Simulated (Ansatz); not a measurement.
Relaxation of F$_{2}$Ge$_{2}$H$_{6}$O (11 atoms, charge 0, multiplicity 1), to a largest force component of 0.03 eV/Å in at most 50 steps.

Method: Ansatz, RKS PBE0/def2-SVP.

```xyz
11
Properties=species:S:1:pos:R:3
Ge -0.158 0.117 -0.115
H 0.141 0.148 1.404
F 1.352 0.409 -0.918
F -1.066 1.569 -0.431
Ge -1.277 -1.802 -1.071
H -2.063 -2.490 0.058
H -2.254 -1.351 -2.170
H -0.216 -2.747 -1.647
O 0.967 -2.266 1.249
H 0.619 -3.054 1.685
H 0.788 -1.538 1.884
```

Q: Where does it end, and by what steps?

A: The run converged. The force dipped under the threshold on the way, but the program's further checks kept it going. After 29 steps the energy has fallen by 0.318 eV; H10 moved furthest, 1.70 Å.

| step | energy less start (eV) | largest force component (eV/Å) | accepted |
| --- | --- | --- | --- |
| 0 | 0.0000 | 0.800 | yes |
| 2 | -0.0224 | 1.227 | no |
| 4 | -0.0837 | 0.236 | yes |
| 6 | -0.1202 | 0.232 | yes |
| 8 | -0.1313 | 0.205 | yes |
| 10 | -0.1580 | 0.560 | yes |
| 12 | -0.1802 | 0.283 | no |
| 14 | -0.2122 | 0.195 | yes |
| 16 | -0.2459 | 0.111 | yes |
| 18 | -0.2552 | 1.061 | yes |
| 20 | -0.2657 | 0.606 | no |
| 22 | -0.3085 | 0.345 | yes |
| 24 | -0.3146 | 0.141 | yes |
| 26 | -0.3146 | 0.084 | no |
| 28 | -0.3178 | 0.044 | yes |
| 29 | -0.3181 | 0.027 | yes |

```xyz
11
Properties=species:S:1:pos:R:3
Ge -0.221 0.000 -0.013
H -0.386 0.478 1.438
F 1.507 -0.218 -0.286
F -0.513 1.429 -0.972
Ge -1.464 -1.838 -0.969
H -2.287 -2.503 0.144
H -2.403 -1.307 -2.067
H -0.465 -2.836 -1.569
O 0.701 -2.226 1.242
H 1.497 -1.898 0.798
H 0.870 -2.086 2.180
```

Whether the end is a true minimum wasn't checked by a vibrational analysis.

Run time: 75 s on 4 threads of Arm Neoverse V2, on a shared host, peak memory 0.4 GiB.
